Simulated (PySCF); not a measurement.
# Successive ionisation energies of cerium

Calculated with PySCF 2.14, two-component X2C-1e (Gaussian nucleus, no Breit or QED terms), each ion in its own even-tempered basis; GMP2 freezes the deep shells of the larger ions and drops the highest virtual spinors; eV.

```
  ion  configuration  GHF (spin-free)  GHF (screened spin-orbit)  GMP2 (screened spin-orbit)       NIST         kind
Ce⁴³⁺   [Ne] 3s2 3p3           3414.4                     3367.7                      3368.0   3366 ± 4  theoretical
Ce⁴⁴⁺   [Ne] 3s2 3p2           3503.3                     3572.6                      3574.5   3570 ± 4  theoretical
Ce⁴⁵⁺   [Ne] 3s2 3p1           3593.8                     3675.6                      3675.8   3672 ± 4  theoretical
Ce⁴⁶⁺       [Ne] 3s2           3866.9                     3866.7                      3870.3   3865 ± 4  theoretical
Ce⁴⁷⁺       [Ne] 3s1           3965.1                     3964.9                      3965.7   3963 ± 4  theoretical
Ce⁴⁸⁺           [Ne]           9169.9                     9027.6                      9029.2   9020 ± 4  theoretical
Ce⁴⁹⁺   [He] 2s2 2p5           9414.3                     9277.6                      9279.2   9269 ± 4  theoretical
Ce⁵⁰⁺   [He] 2s2 2p4           9661.4                     9552.5                      9552.4   9545 ± 4  theoretical
Ce⁵¹⁺   [He] 2s2 2p3           9992.4                     9809.9                      9809.6   9803 ± 4  theoretical
Ce⁵²⁺   [He] 2s2 2p2          10245.9                    10554.6                     10556.9  10542 ± 4  theoretical
Ce⁵³⁺   [He] 2s2 2p1          10502.6                    10849.9                     10847.9  10840 ± 5  theoretical
Ce⁵⁴⁺       [He] 2s2          11221.8                    11221.8                     11228.2  11210 ± 5  theoretical
```

(1) Where is the largest relative jump?

Answers

(1) From Ce⁴⁷⁺ to Ce⁴⁸⁺: 3965.7 to 9029.2 eV, where the electron removed from [Ne] comes from a deeper shell or subshell.
